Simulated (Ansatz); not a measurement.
`O=[CH][Al]([OH])[SiH3]` + HCl → `[OH][Al]([SiH3])[Cl]` + `C=O`  (ligand exchange at the Al–C bond)

Isolated molecules relaxed with PBE0-D4/def2-TZVP in Ansatz; ΔE leaves out vibrations. CBS: MP2 limit from def2 TZ/QZ plus the TZ coupled-cluster correction, frozen cores. This one scheme is used for every species. DFT in def2-TZVPP. B3LYP here is the variant with VWN-RPA as its local correlation; programs differ in this. One conformer a species, not always the lowest.

```
  level  ΔE (kcal/mol)
 revPBE          -43.2
  B3LYP          -45.1
r2SCAN0          -47.3
  BHLYP          -47.4
```

Task: What does CCSD(T)/CBS give? (Estimate.)

Result: Computed: -45.5 kcal/mol. The listed levels differ from it by 2.3, 0.4, -1.8, -1.9 kcal/mol.

Largest T1 diagnostic among the species: 0.016.

From PBE to PBE0 (25 % exact exchange), in def2-TZVPP and without D4, ΔE moves by −2.2 kcal/mol. In def2-TZVPP, CCSD(T) changes the Hartree–Fock value by +5.0 kcal/mol (the triples alone add +0.6 kcal/mol) and MP2 by +3.2 kcal/mol. Leaving LDA and LC-ωPBE aside and taking each functional with its dispersion term where it has one, the values, not all of them listed here, spread over 4.4 kcal/mol, from BHLYP-D4 to revPBE-D4.
